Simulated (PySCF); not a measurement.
C₃H₁₀MgOSi, singlet, geometry from GFN2-xTB (such geometries of metal compounds can be far from the true shape); DF-B3LYP/pcseg-1 in PySCF.

Input for PySCF:
```python
from pyscf import gto, scf, dft

mol = gto.Mole()
mol.atom = '''
    Mg   -0.64600669    1.40311736    0.61064413
    O    -1.30533869    2.83517711    1.23388414
    H    -1.67492428    3.63791177    1.58323853
    Si    0.30132387   -0.65447117   -0.28482933
    C    -1.04843854   -1.68647266   -1.16481431
    C     1.05206924   -1.71398223    1.12054497
    C     1.68246218   -0.26171492   -1.54952641
    H    -0.64405092   -2.61077346   -1.57207261
    H    -1.84854859   -1.95165408   -0.47773773
    H    -1.49212270   -1.13053819   -1.98740336
    H     0.29692005   -1.97975248    1.85653911
    H     1.84097875   -1.17419058    1.63902184
    H     1.48082174   -2.63860212    0.73979574
    H     2.48486510    0.30916215   -1.08820176
    H     1.29723228    0.32471614   -2.38035012
    H     2.11852694   -1.16948921   -1.96124718
'''
mol.basis = 'pcseg-1'
mol.verbose = 4
mol.max_memory = 1800
mol.build()

mf = dft.RKS(mol)
mf.xc = 'b3lyp'
mf = mf.density_fit(auxbasis='def2-universal-jkfit')
mf.kernel()
```

Output, abridged:

```
PySCF version 2.14.0

[INPUT] verbose = 4
[INPUT] num. atoms = 16
[INPUT] num. electrons = 62
[INPUT] charge = 0
[INPUT] spin (= nelec alpha-beta = 2S) = 0
[INPUT] symmetry False subgroup None
[INPUT] Mole.unit = angstrom
[INPUT] Symbol           X                Y                Z      unit          X                Y                Z       unit  Magmom
[...]
nuclear repulsion = 323.043647066804
number of shells = 37
number of NR pGTOs = 247
number of NR cGTOs = 134
basis = pcseg-1
ecp = {}

******** <class 'pyscf.df.df_jk.DFRKS'> ********
method = DFRKS
initial guess = minao
damping factor = 0
level_shift factor = 0
DIIS = <class 'pyscf.scf.diis.CDIIS'>
diis_start_cycle = 1
diis_space = 8
diis_damp = 0
SCF conv_tol = 1e-09
SCF conv_tol_grad = None
SCF max_cycles = 50
direct_scf = False
XC library pyscf.dft.libxc version 7.1.2
    S. Lehtola, C. Steigemann, M. J. T. Oliveira, and M. A. L. Marques,  SoftwareX 7, 1–5 (2018)
XC functionals = b3lyp
    P. J. Stephens, F. J. Devlin, C. F. Chabalowski, and M. J. Frisch,  J. Phys. Chem. 98, 11623 (1994)
radial grids:
    Treutler-Ahlrichs [JCP 102, 346 (1995); DOI:10.1063/1.469408] (M4) radial grids

becke partition: Becke, JCP 88, 2547 (1988); DOI:10.1063/1.454033
pruning grids: <function nwchem_prune>
grids dens level: 3
symmetrized grids: False
atomic radii adjust function: <function treutler_atomic_radii_adjust>
small_rho_cutoff = 0
Set gradient conv threshold to 3.16228e-05
Initial guess from minao.
tot grids = 192280
******** <class 'pyscf.df.df.DF'> ********
auxbasis = def2-universal-jkfit
init E= -685.243272694622
[...]
cycle= 1 E= -684.946856694137  delta_E= 0.296  |g|= 1.04  |ddm|=  3.8
[...]
cycle= 2 E= -684.126820431789  delta_E= 0.82  |g|= 2.15  |ddm|= 2.38
[...]
cycle= 3 E= -685.154919558204  delta_E= -1.03  |g|= 0.282  |ddm|= 1.81
[...]
cycle= 4 E= -685.172678136825  delta_E= -0.0178  |g|= 0.122  |ddm|=  0.4
[...]
cycle= 5 E= -685.176410818486  delta_E= -0.00373  |g|= 0.0151  |ddm|= 0.132
[...]
cycle= 6 E= -685.176474734389  delta_E= -6.39e-05  |g|= 0.00324  |ddm|= 0.0286
[...]
cycle= 7 E= -685.176477252906  delta_E= -2.52e-06  |g|= 0.000788  |ddm|= 0.00507
[...]
cycle= 8 E= -685.176477444409  delta_E= -1.92e-07  |g|= 0.000164  |ddm|= 0.0016
[...]
cycle= 9 E= -685.176477454214  delta_E= -9.8e-09  |g|= 5.44e-05  |ddm|= 0.000395
[...]
cycle= 10 E= -685.176477455169  delta_E= -9.55e-10  |g|= 5.33e-06  |ddm|= 9.35e-05
[...]
Extra cycle  E= -685.176477455166  delta_E= 3.87e-12  |g|= 6.8e-06  |ddm|= 1.28e-05
converged SCF energy = -685.176477455166
```
